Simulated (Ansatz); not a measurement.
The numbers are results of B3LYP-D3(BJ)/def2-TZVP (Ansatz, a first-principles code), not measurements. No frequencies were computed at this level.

Ansatz 0.2 input:
```yaml
crystal:
  periodic: [false, false, false]
  atoms:
    - { symbol: B, position_ang: [1.779189, 0.139105, 0.165009] }
    - { symbol: C, position_ang: [0.494732, -0.521956, -0.453821] }
    - { symbol: C, position_ang: [-0.697511, 0.368367, -0.591578] }
    - { symbol: C, position_ang: [-1.857689, 0.162348, 0.00375] }
    - { symbol: H, position_ang: [1.879482, 1.300503, 0.25045] }
    - { symbol: H, position_ang: [2.658873, -0.548344, 0.512825] }
    - { symbol: H, position_ang: [0.213091, -1.435688, 0.075808] }
    - { symbol: H, position_ang: [0.800428, -0.848839, -1.457181] }
    - { symbol: H, position_ang: [-0.555318, 1.24247, -1.213998] }
    - { symbol: H, position_ang: [-2.027507, -0.697308, 0.632566] }
    - { symbol: H, position_ang: [-2.687777, 0.839341, -0.106545] }
basis:
  gaussian: { orbitals: def2-tzvp }
hamiltonian:
  xc: b3lyp
  dispersion: d3bj
relax:
  max_steps: 150
```

Output:

```
Functional definition: B3LYP
1017 factors; their error is unknown
mean field evaluation 1: about -3892.4946 eV, gradient 6.2e1 eV
mean field evaluation 2: about -3887.6981 eV, gradient 7.4e1 eV
mean field evaluation 4: about -3901.8546 eV, gradient 6.6e0 eV
mean field evaluation 8: about -3901.9529 eV, gradient 6.7e-2 eV
mean field evaluation 16: about -3901.9312 eV, gradient 4.9e-5 eV
mean field -3901.93121995 eV, -143.3933275093 hartree, gradient 4.9e-5 eV, S^2 0.000000; 0 other end points of the search recorded, 0 dependent functions left out
reference -3901.93149407 eV, -143.3933375830 hartree; 15, 15 occupied and 151, 151 virtual orbitals, 1017 factors
relax step   1: F+E_penalty+E_count = -3902.25100371 eV  Δ(F+E_penalty+E_count) = +0.000e0 eV  max|allowed force component| = 6.838e-1 eV/Å  Δτ_max = 0.0000 Å  (27 SCF iters, accepted)
these checks for a lower state are left out or cut short: starts, cluster_reference, orbital_swaps, neighbouring_geometries, increment
1017 factors; their error is unknown
mean field -3901.95904700 eV, -143.3943501343 hartree, gradient 1.1e-5 eV, S^2 0.000000; 0 other end points of the search recorded, 0 dependent functions left out
reference -3901.95932197 eV, -143.3943602392 hartree; 15, 15 occupied and 151, 151 virtual orbitals, 1017 factors
relax step   2: F+E_penalty+E_count = -3902.27755744 eV  Δ(F+E_penalty+E_count) = -2.655e-2 eV  max|allowed force component| = 2.837e-1 eV/Å  Δτ_max = 0.0299 Å  (31 SCF iters, accepted)
these checks for a lower state are left out or cut short: starts, cluster_reference, orbital_swaps, neighbouring_geometries, increment
1017 factors; their error is unknown
mean field -3901.96419104 eV, -143.3945391744 hartree, gradient 1.1e-5 eV, S^2 0.000000; 0 other end points of the search recorded, 0 dependent functions left out
reference -3901.96446616 eV, -143.3945492850 hartree; 15, 15 occupied and 151, 151 virtual orbitals, 1017 factors
relax step   3: F+E_penalty+E_count = -3902.28223897 eV  Δ(F+E_penalty+E_count) = -4.682e-3 eV  max|allowed force component| = 1.020e-1 eV/Å  Δτ_max = 0.0389 Å  (31 SCF iters, accepted)
these checks for a lower state are left out or cut short: starts, cluster_reference, orbital_swaps, neighbouring_geometries, increment
1017 factors; their error is unknown
mean field evaluation 32: about -3901.9496 eV, gradient 2.5e0 eV
mean field -3901.95792367 eV, -143.3943088528 hartree, gradient 1.2e-5 eV, S^2 0.000000; 0 other end points of the search recorded, 0 dependent functions left out
reference -3901.95819857 eV, -143.3943189551 hartree; 15, 15 occupied and 151, 151 virtual orbitals, 1017 factors
relax step   4: F+E_penalty+E_count = -3902.27620824 eV  Δ(F+E_penalty+E_count) = +6.031e-3 eV  max|allowed force component| = 4.232e-1 eV/Å  Δτ_max = 0.0744 Å  (31 SCF iters, rejected (line search))
these checks for a lower state are left out or cut short: starts, cluster_reference, orbital_swaps, neighbouring_geometries, increment
1017 factors; their error is unknown
mean field -3901.96538213 eV, -143.3945829462 hartree, gradient 1.1e-5 eV, S^2 0.000000; 0 other end points of the search recorded, 0 dependent functions left out
reference -3901.96565705 eV, -143.3945930492 hartree; 15, 15 occupied and 151, 151 virtual orbitals, 1017 factors
relax step   5: F+E_penalty+E_count = -3902.28345177 eV  Δ(F+E_penalty+E_count) = -1.213e-3 eV  max|allowed force component| = 9.327e-2 eV/Å  Δτ_max = 0.0366 Å  (31 SCF iters, accepted)
these checks for a lower state are left out or cut short: starts, cluster_reference, orbital_swaps, neighbouring_geometries, increment
1017 factors; their error is unknown
mean field -3901.96666034 eV, -143.3946299193 hartree, gradient 1.1e-5 eV, S^2 0.000000; 0 other end points of the search recorded, 0 dependent functions left out
reference -3901.96693460 eV, -143.3946399982 hartree; 15, 15 occupied and 151, 151 virtual orbitals, 1017 factors
relax step   6: F+E_penalty+E_count = -3902.28484752 eV  Δ(F+E_penalty+E_count) = -1.396e-3 eV  max|allowed force component| = 3.904e-2 eV/Å  Δτ_max = 0.0617 Å  (30 SCF iters, accepted)
these checks for a lower state are left out or cut short: starts, cluster_reference, orbital_swaps, neighbouring_geometries, increment
1017 factors; their error is unknown
mean field -3901.96751757 eV, -143.3946614221 hartree, gradient 1.1e-5 eV, S^2 0.000000; 0 other end points of the search recorded, 0 dependent functions left out
reference -3901.96779186 eV, -143.3946715022 hartree; 15, 15 occupied and 151, 151 virtual orbitals, 1017 factors
relax step   7: F+E_penalty+E_count = -3902.28551609 eV  Δ(F+E_penalty+E_count) = -6.686e-4 eV  max|allowed force component| = 3.352e-2 eV/Å  Δτ_max = 0.0240 Å  (31 SCF iters, accepted)
these checks for a lower state are left out or cut short: starts, cluster_reference, orbital_swaps, neighbouring_geometries, increment
1017 factors; their error is unknown
mean field evaluation 64: about -3901.9680 eV, gradient 5.8e-3 eV
mean field -3901.96797451 eV, -143.3946782144 hartree, gradient 1.1e-5 eV, S^2 0.000000; 0 other end points of the search recorded, 0 dependent functions left out
reference -3901.96824879 eV, -143.3946882941 hartree; 15, 15 occupied and 151, 151 virtual orbitals, 1017 factors
relax step   8: F+E_penalty+E_count = -3902.28580584 eV  Δ(F+E_penalty+E_count) = -2.898e-4 eV  max|allowed force component| = 1.748e-2 eV/Å  Δτ_max = 0.0240 Å  (31 SCF iters, accepted)
these checks for a lower state are left out or cut short: starts, cluster_reference, orbital_swaps, neighbouring_geometries, increment
1017 factors; their error is unknown
mean field -3901.96803742 eV, -143.3946805263 hartree, gradient 1.1e-5 eV, S^2 0.000000; 0 other end points of the search recorded, 0 dependent functions left out
reference -3901.96831160 eV, -143.3946906023 hartree; 15, 15 occupied and 151, 151 virtual orbitals, 1017 factors
relax step   9: F+E_penalty+E_count = -3902.28585501 eV  Δ(F+E_penalty+E_count) = -4.917e-5 eV  max|allowed force component| = 1.136e-2 eV/Å  Δτ_max = 0.0122 Å  (32 SCF iters, accepted)
these checks for a lower state are left out or cut short: starts, cluster_reference, orbital_swaps, neighbouring_geometries, increment
1017 factors; their error is unknown
mean field -3901.96805533 eV, -143.3946811845 hartree, gradient 1.1e-5 eV, S^2 0.000000; 0 other end points of the search recorded, 0 dependent functions left out
reference -3901.96832949 eV, -143.3946912595 hartree; 15, 15 occupied and 151, 151 virtual orbitals, 1017 factors
relax step  10: F+E_penalty+E_count = -3902.28587765 eV  Δ(F+E_penalty+E_count) = -2.265e-5 eV  max|allowed force component| = 1.039e-2 eV/Å  Δτ_max = 0.0032 Å  (32 SCF iters, accepted)
these checks for a lower state are left out or cut short: starts, cluster_reference, orbital_swaps, neighbouring_geometries, increment
1017 factors; their error is unknown
mean field -3901.96804841 eV, -143.3946809301 hartree, gradient 1.1e-5 eV, S^2 0.000000; 0 other end points of the search recorded, 0 dependent functions left out
reference -3901.96832255 eV, -143.3946910045 hartree; 15, 15 occupied and 151, 151 virtual orbitals, 1017 factors
relax step  11: F+E_penalty+E_count = -3902.28589179 eV  Δ(F+E_penalty+E_count) = -1.414e-5 eV  max|allowed force component| = 6.092e-3 eV/Å  Δτ_max = 0.0022 Å  (32 SCF iters, accepted)
1017 factors; their error is unknown
mean field evaluation 96: about -3887.8436 eV, gradient 7.3e1 eV
mean field -3901.96804841 eV, -143.3946809301 hartree, gradient 1.1e-5 eV, S^2 0.000000; 1 other end points of the search recorded, 0 dependent functions left out
reference -3901.96832255 eV, -143.3946910045 hartree; 15, 15 occupied and 151, 151 virtual orbitals, 1017 factors
Total energy: -3902.28616593 eV, -143.4063715335 hartree
Atom 0 at     1.792408     0.129224     0.138801 Å, force    -0.001908    -0.004384    -0.000184 eV/Å
Atom 1 at     0.485655    -0.512431    -0.408191 Å, force    -0.003281     0.006092    -0.001827 eV/Å
Atom 2 at    -0.708776     0.378678    -0.543609 Å, force     0.005112    -0.002058     0.003482 eV/Å
Atom 3 at    -1.900885     0.143741    -0.009868 Å, force    -0.001524     0.002575     0.001589 eV/Å
Atom 4 at     1.977398     1.305063     0.055150 Å, force     0.000442     0.004187     0.000073 eV/Å
Atom 5 at     2.658250    -0.561171     0.582213 Å, force     0.000790    -0.000908    -0.000717 eV/Å
Atom 6 at     0.231842    -1.455194     0.083865 Å, force     0.001215    -0.001674     0.001539 eV/Å
Atom 7 at     0.835392    -0.812338    -1.419247 Å, force     0.000744    -0.002583    -0.000181 eV/Å
Atom 8 at    -0.552330     1.297877    -1.102148 Å, force    -0.001206     0.000602    -0.000796 eV/Å
Atom 9 at    -2.099648    -0.756440     0.561333 Å, force    -0.000024    -0.000999    -0.001741 eV/Å
Atom 10 at    -2.719313     0.842990    -0.121014 Å, force    -0.000360    -0.000850    -0.001238 eV/Å
Dipole moment:     0.002619    -0.072960    -0.075452 e Å
```

Cost: very roughly 110 core-seconds.
